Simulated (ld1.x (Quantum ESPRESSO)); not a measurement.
Wu–Cohen TM dataset for Ta (Z = 73), scalar-relativistic all-electron reference.

ld1.x (Quantum ESPRESSO) 7.5 was run on this input:

```
&input
   title='Ta', zed=73., rel=1, dft='WC', iswitch=3,
   config='[Xe] 4f14 5d3 6s2 6p0',
   nld=3, rlderiv=4.55, eminld=-2.0, emaxld=5.0, deld=0.02
 /
 &inputp
   pseudotype=2, tm=.true., lloc=1,
   nlcc=.false.,
   file_pseudopw='Ta.UPF', file_wfcaegen='ae.wfc', file_wfcncgen='nc.wfc', file_beta='beta', file_chi='chi'
 /
3
6S  1  0   2.00   0.00  2.35  2.35  0.0
5D  3  2   3.00   0.00  2.85  2.85  0.0
6P  2  1   0.00   0.00  4.20  4.20  0.0
 &test
   configts(1)='5d3 6s2 6p0'
 /
```

Command:

```bash
ld1.x < Ta.in > Ta.out
```

Resulting log (shortened: banner, matrices, multipoles, cross overlaps and the repeated all-electron block are left out):

```
Program LD1 v.7.5
     --------------------------- All-electron run ----------------------------

     Ta
     scalar relativistic calculation

     atomic number is 73.00
     dft =WC   lsd =0 sic =0 latt =0  beta=0.20 tr2=1.0E-14
     Exchange-correlation= WC
                           (   1   4  11   4   0   0   0)
     mesh =1273 r(mesh) = 100.43799 a.u. xmin = -7.00 dx = 0.01250
     1 Ry =  13.60569312 eV, c = 137.03599908

     n l     nl                  e(Ry)          e(Ha)          e(eV)
     1 0     1S 1( 2.00)     -4951.3138     -2475.6569    -67366.0561
     2 0     2S 1( 2.00)      -850.6691      -425.3346    -11573.9433
     2 1     2P 1( 6.00)      -745.5098      -372.7549    -10143.1777
     3 0     3S 1( 2.00)      -194.8601       -97.4300     -2651.2061
     3 1     3P 1( 6.00)      -163.5861       -81.7931     -2225.7025
     4 0     4S 1( 2.00)       -39.7140       -19.8570      -540.3366
     4 1     4P 1( 6.00)       -29.4549       -14.7274      -400.7541
     3 2     3D 1(10.00)      -127.0831       -63.5416     -1729.0538
     5 0     5S 1( 2.00)        -5.3658        -2.6829       -73.0058
     5 1     5P 1( 6.00)        -2.8954        -1.4477       -39.3943
     4 2     4D 1(10.00)       -16.3241        -8.1620      -222.1005
     4 3     4F 1(14.00)        -1.8155        -0.9078       -24.7014
     5 2     5D 1( 3.00)        -0.2661        -0.1330        -3.6201
     6 0     6S 1( 2.00)        -0.4030        -0.2015        -5.4834
     6 1     6P 1( 0.00)        -0.0991        -0.0495        -1.3480

     final scf error:  6.8E-15 reached in  29 iterations

     Etot =  -31206.879742 Ry,  -15603.439871 Ha, -424591.229102 eV

     Ekin =   34292.788069 Ry,   17146.394034 Ha,  466577.150796 eV
     Encl =  -77080.967068 Ry,  -38540.483534 Ha,-1048739.983550 eV
     Eh   =   12209.230709 Ry,    6104.615354 Ha,  166115.046288 eV
     Exc  =    -627.931452 Ry,    -313.965726 Ha,   -8543.442636 eV

     normalization and overlap integrals

     s(1S/1S) =  1.000000  <r> =   0.0187  <r2> =    0.0005  r(max) =   0.0116
     s(2S/2S) =  1.000000  <r> =   0.0790  <r2> =    0.0074  r(max) =   0.0670
     s(2P/2P) =  1.000000  <r> =   0.0706  <r2> =    0.0061  r(max) =   0.0549
     s(3S/3S) =  1.000000  <r> =   0.2048  <r2> =    0.0480  r(max) =   0.1891
     s(3P/3P) =  1.000000  <r> =   0.2049  <r2> =    0.0487  r(max) =   0.1868
     s(4S/4S) =  1.000000  <r> =   0.4588  <r2> =    0.2376  r(max) =   0.4315
     s(4P/4P) =  1.000000  <r> =   0.4877  <r2> =    0.2707  r(max) =   0.4480
     s(3D/3D) =  1.000000  <r> =   0.1856  <r2> =    0.0404  r(max) =   0.1510
     s(5S/5S) =  1.000000  <r> =   1.0998  <r2> =    1.3606  r(max) =   0.9847
     s(5P/5P) =  1.000000  <r> =   1.2943  <r2> =    1.9041  r(max) =   1.1298
     s(4D/4D) =  1.000000  <r> =   0.5231  <r2> =    0.3174  r(max) =   0.4593
     s(4F/4F) =  1.000000  <r> =   0.6395  <r2> =    0.5212  r(max) =   0.4424
     s(5D/5D) =  1.000000  <r> =   2.2521  <r2> =    6.2711  r(max) =   1.5833
     s(6S/6S) =  1.000000  <r> =   3.2757  <r2> =   12.2389  r(max) =   2.7789
     s(6P/6P) =  1.000000  <r> =   4.9098  <r2> =   28.3575  r(max) =   3.8460

     ------------------------ End of All-electron run ------------------------

     --------------------- Generating NC pseudopotential ---------------------

      Generating local pot.: lloc=1, matching radius rcloc =   4.2000

      Wfc   6S  rcut= 2.362  Using Troullier-Martins method

      Wfc   5D  rcut= 2.885  Using Troullier-Martins method

     ------------------- End of pseudopotential generation -------------------

     Computing logarithmic derivative in   4.55311
     Computing logarithmic derivative in   4.55311
     Computing the partial wave expansion
     R is outside the sphere for l=    0 j= 0.00
       no projector for channel:   1
     R is outside the sphere for l=    2 j= 0.00

     ---------------------- Testing the pseudopotential ----------------------

     Ta
     scalar relativistic calculation

     atomic number is 73.00   valence charge is  5.00
     dft =WC   lsd =0 sic =0 latt =0  beta=0.20 tr2=1.0E-14
     mesh =1273 r(mesh) = 100.43799 xmin = -7.00 dx = 0.01250

     n l     nl             e AE (Ry)        e PS (Ry)    De AE-PS (Ry)
     3 2     5D   1( 3.00)       -0.26607       -0.26607        0.00000
     1 0     6S   1( 2.00)       -0.40302       -0.40302        0.00000
     2 1     6P   1( 0.00)       -0.09908       -0.09908        0.00000

     eps = 5.7E-15  iter = 10

     Etot =  -31206.879742 Ry,  -15603.439871 Ha, -424591.229102 eV
     Etotps =    -9.383318 Ry,      -4.691659 Ha,    -127.666543 eV

     Ekin =       8.365478 Ry,       4.182739 Ha,     113.818133 eV
     Encl =     -16.129505 Ry,      -8.064753 Ha,    -219.453102 eV
     Ehrt =       8.502497 Ry,       4.251248 Ha,     115.682364 eV
     Ecxc =      -2.412592 Ry,      -1.206296 Ha,     -32.824980 eV
     Epseu=      -7.709196 Ry,      -3.854598 Ha,    -104.888958 eV

     ---------------------- End of pseudopotential test ----------------------
```

Generation and configuration tests took about 3.2 s on one core of a shared server CPU.

Transferability test of the new file with ld1.x, input:

```
&input
   title='Ta', zed=73., rel=1, dft='WC', iswitch=2,
   config='[Xe] 4f14 5d3 6s2 6p0'
 /
 &test
   file_pseudo='Ta.UPF', nconf=8,
   configts(1)='5d3 6s2 6p0',
   configts(2)='5d3 6s1 6p0',
   configts(3)='5d3 6s0 6p0',
   configts(4)='5d2 6s0 6p0',
   configts(5)='5d3 6s1.5 6p0',
   configts(6)='5d3 6s1 6p1',
   configts(7)='5d2 6s2 6p1',
   configts(8)='5d4 6s0 6p0'
 /
```

```bash
ld1.x < Ta.test.in > Ta.test.out
```

Pseudopotential blocks of its output, shortened (energy terms left out):

```
     ---------------------- Testing the pseudopotential ----------------------

     n l     nl             e AE (Ry)        e PS (Ry)    De AE-PS (Ry)
     3 2     5D   1( 3.00)       -0.26607       -0.26607        0.00000
     1 0     6S   1( 2.00)       -0.40302       -0.40302        0.00000
     2 1     6P   1( 0.00)       -0.09908       -0.09908        0.00000

     eps = 3.0E-15  iter =  8

     Etot =  -31206.879742 Ry,  -15603.439871 Ha, -424591.229102 eV
     Etotps =    -9.383318 Ry,      -4.691659 Ha,    -127.666544 eV

     ---------------------- End of pseudopotential test ----------------------

          ---------------------- Testing the pseudopotential ----------------------

     n l     nl             e AE (Ry)        e PS (Ry)    De AE-PS (Ry)
     3 2     5D   1( 3.00)       -0.77480       -0.77753        0.00272
     1 0     6S   1( 1.00)       -0.85783       -0.86019        0.00236
     2 1     6P   1( 0.00)       -0.48240       -0.48473        0.00233

     eps = 7.2E-15  iter = 29

     Etot =  -31206.253467 Ry,  -15603.126734 Ha, -424582.708196 eV
     Etotps =    -8.755952 Ry,      -4.377976 Ha,    -119.130803 eV
     dEtot_ae =       0.626275 Ry
     dEtot_ps =       0.627365 Ry,   Delta E=      -0.001090 Ry

     ---------------------- End of pseudopotential test ----------------------

          ---------------------- Testing the pseudopotential ----------------------

     n l     nl             e AE (Ry)        e PS (Ry)    De AE-PS (Ry)
     3 2     5D   1( 3.00)       -1.34641       -1.35625        0.00984  !
     1 0     6S   1( 0.00)       -1.34756       -1.35303        0.00547  !
     2 1     6P   1( 0.00)       -0.90871       -0.91353        0.00482

     eps = 1.1E-15  iter =  9

     Etot =  -31205.153613 Ry,  -15602.576806 Ha, -424567.743909 eV
     Etotps =    -7.651092 Ry,      -3.825546 Ha,    -104.098416 eV
     dEtot_ae =       1.726130 Ry
     dEtot_ps =       1.732226 Ry,   Delta E=      -0.006096 Ry

     ---------------------- End of pseudopotential test ----------------------

          ---------------------- Testing the pseudopotential ----------------------

     n l     nl             e AE (Ry)        e PS (Ry)    De AE-PS (Ry)
     3 2     5D   1( 2.00)       -2.14109       -2.14515        0.00407
     1 0     6S   1( 0.00)       -1.98506       -1.99705        0.01199  !
     2 1     6P   1( 0.00)       -1.46180       -1.46952        0.00772  !

     eps = 7.0E-16  iter =  9

     Etot =  -31203.418443 Ry,  -15601.709222 Ha, -424544.135726 eV
     Etotps =    -5.906311 Ry,      -2.953155 Ha,     -80.359450 eV
     dEtot_ae =       3.461299 Ry
     dEtot_ps =       3.477007 Ry,   Delta E=      -0.015708 Ry

     ---------------------- End of pseudopotential test ----------------------

          ---------------------- Testing the pseudopotential ----------------------

     n l     nl             e AE (Ry)        e PS (Ry)    De AE-PS (Ry)
     3 2     5D   1( 3.00)       -0.51115       -0.51204        0.00088
     1 0     6S   1( 1.50)       -0.62454       -0.62524        0.00070
     2 1     6P   1( 0.00)       -0.28350       -0.28420        0.00070

     eps = 5.5E-15  iter = 22

     Etot =  -31206.623536 Ry,  -15603.311768 Ha, -424587.743233 eV
     Etotps =    -9.126862 Ry,      -4.563431 Ha,    -124.177283 eV
     dEtot_ae =       0.256207 Ry
     dEtot_ps =       0.256456 Ry,   Delta E=      -0.000249 Ry

     ---------------------- End of pseudopotential test ----------------------

          ---------------------- Testing the pseudopotential ----------------------

     n l     nl             e AE (Ry)        e PS (Ry)    De AE-PS (Ry)
     3 2     5D   1( 3.00)       -0.36151       -0.36312        0.00161
     1 0     6S   1( 1.00)       -0.47434       -0.47438        0.00004
     2 1     6P   1( 1.00)       -0.15302       -0.15289       -0.00012

     eps = 4.5E-15  iter = 26

     Etot =  -31206.566783 Ry,  -15603.283392 Ha, -424586.971074 eV
     Etotps =    -9.070214 Ry,      -4.535107 Ha,    -123.406555 eV
     dEtot_ae =       0.312959 Ry
     dEtot_ps =       0.313103 Ry,   Delta E=      -0.000144 Ry

     ---------------------- End of pseudopotential test ----------------------

          ---------------------- Testing the pseudopotential ----------------------

     n l     nl             e AE (Ry)        e PS (Ry)    De AE-PS (Ry)
     3 2     5D   1( 2.00)       -0.45505       -0.45148       -0.00357
     1 0     6S   1( 2.00)       -0.51857       -0.51858        0.00001
     2 1     6P   1( 1.00)       -0.17105       -0.16970       -0.00135

     eps = 5.1E-15  iter = 17

     Etot =  -31206.655586 Ry,  -15603.327793 Ha, -424588.179303 eV
     Etotps =    -9.159563 Ry,      -4.579781 Ha,    -124.622199 eV
     dEtot_ae =       0.224156 Ry
     dEtot_ps =       0.223755 Ry,   Delta E=       0.000401 Ry

     ---------------------- End of pseudopotential test ----------------------

          ---------------------- Testing the pseudopotential ----------------------

     n l     nl             e AE (Ry)        e PS (Ry)    De AE-PS (Ry)
     3 2     5D   1( 4.00)       -0.66722       -0.66740        0.00017
     1 0     6S   1( 0.00)       -0.79158       -0.79164        0.00005
     2 1     6P   1( 0.00)       -0.43970       -0.44178        0.00208

     eps = 5.1E-15  iter =  9

     Etot =  -31206.149317 Ry,  -15603.074658 Ha, -424581.291152 eV
     Etotps =    -8.652081 Ry,      -4.326041 Ha,    -117.717563 eV
     dEtot_ae =       0.730426 Ry
     dEtot_ps =       0.731237 Ry,   Delta E=      -0.000811 Ry

     ---------------------- End of pseudopotential test ----------------------
```
